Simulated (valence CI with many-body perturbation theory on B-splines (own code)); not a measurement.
## Level structure of Si X

Level of theory: configuration interaction combined with many-body perturbation theory (CI+MBPT): three valence electrons over a frozen Dirac-Fock core [He], radial functions for each j: 11 s, 11 p, 10 d, 8 f, 5 g, 2 h, with the one-electron correlation potential Σ1, the two-electron term Σ2, the three-electron term Σ3, Breit, model QED; selected CI, second order for the rest, scaled by the run's own slope (own B-spline code, finite nucleus).

No measured spectrum was set against this ion. As an estimate, levels of excited configurations hold to 0.05 to 0.15 % of their energy, terms of the ground configuration to about 0.5 %.

Levels 1 to 45 of 196, with energies above the lowest level, 2s²2p ²P°_1/2. "Leading %" is the weight of the configuration and term that name the level; weights of strongly mixed levels are sums over their largest components and can fall short. Lifetimes count E1, E2, E3, M1 and M2 decay at the calculated energies, and are blank where another channel may lead or the interval is too uncertain; long ones can be off by a factor of two.

```tsv
No.	Configuration	Term	J	E (cm⁻¹)	Leading %	Lifetime	g
1	2s²2p	²P°	1/2	0	97		0.665
2	2s²2p	²P°	3/2	6987	97	325 ms	1.333
3	2s2p²	⁴P	1/2	160830	100	1.88 μs	2.669
4	2s2p²	⁴P	3/2	163300	100	14.0 μs	1.734
5	2s2p²	⁴P	5/2	166860	100	4.09 μs	1.600
6	2s2p²	²D	3/2	287970	100	455 ps	0.799
7	2s2p²	²D	5/2	287990	100	491 ps	1.200
8	2s2p²	²S	1/2	367960	97	109 ps	1.961
9	2s2p²	²P	1/2	390320	96	59.3 ps	0.706
10	2s2p²	²P	3/2	394290	99	58.0 ps	1.333
11	2p³	⁴S°	3/2	509230	100	63.9 ps	2.000
12	2p³	²D°	3/2	575540	99	182 ps	0.802
13	2p³	²D°	5/2	575560	100	181 ps	1.199
14	2p³	²P°	1/2	647010	96	76.4 ps	0.665
15	2p³	²P°	3/2	647640	96	77.1 ps	1.331
16	2s²3s	²S	1/2	1821900	93	6.12 ps	2.002
17	2s²3p	²P°	1/2	1902500	90	67.0 ps	0.665
18	2s²3p	²P°	3/2	1904300	90	66.8 ps	1.334
19	2s²3d	²D	3/2	1979200	94	1.02 ps	0.799
20	2s²3d	²D	5/2	1979700	94	1.03 ps	1.200
21	2s2p3s	⁴P°	1/2	1992700	98	5.15 ps	2.668
22	2s2p3s	⁴P°	3/2	1995000	98	5.12 ps	1.733
23	2s2p3s	⁴P°	5/2	1999200	98	5.07 ps	1.600
24	2s2p3s	²P°	1/2	2031000	95	6.79 ps	0.667
25	2s2p3s	²P°	3/2	2035700	94	6.51 ps	1.334
26	2s2p3p	²P	1/2	2064200	55	4.58 ps	0.383
27	2s2p3p	²P	3/2	2066300	53	4.74 ps	1.278
28	2s2p3p	⁴D	1/2	2068300	57	6.06 ps	0.284
29	2s2p3p	⁴D	3/2	2069300	56	6.19 ps	1.262
30	2s2p3p	⁴D	5/2	2070600	99	2.45 ns	1.372
31	2s2p3p	⁴D	7/2	2074400	99	2.56 ns	1.429
32	2s2p3p	⁴S	3/2	2085300	96	162 ps	1.985
33	2s2p3p	⁴P	1/2	2095200	98	394 ps	2.665
34	2s2p3p	⁴P	3/2	2097200	96	359 ps	1.738
35	2s2p3p	⁴P	5/2	2099200	97	138 ps	1.594
36	2s2p3p	²D	3/2	2105400	97	2.39 ps	0.803
37	2s2p3p	²D	5/2	2109900	96	2.42 ps	1.205
38	2s2p3d	⁴F°	3/2	2131300	99	107 ps	0.404
39	2s2p3p	²S	1/2	2132400	98	2.24 ps	1.999
40	2s2p3d	⁴F°	5/2	2132700	98	62.1 ps	1.032
41	2s2p3d	⁴F°	7/2	2134700	98	54.1 ps	1.240
42	2s2p3d	⁴F°	9/2	2137600	100	5.57 ns	1.333
43	2s2p3d	⁴D°	1/2	2150600	97	669 fs	0.029
44	2s2p3d	⁴D°	3/2	2150800	89	703 fs	1.207
45	2s2p3d	⁴D°	5/2	2151300	75	772 fs	1.376
```

Names give the largest LS component (configuration and term), which can be under half, so a name can repeat, a term be missing and a line seem to break the LS rules; names also repeat where a configuration has a term twice.

The ionisation energy to 2s² ¹S0 of the next ion comes out as 401.33 eV (NIST: 401.38 eV (semi-empirical)). All 196 levels together are meant to be complete up to 2809100 cm⁻¹.
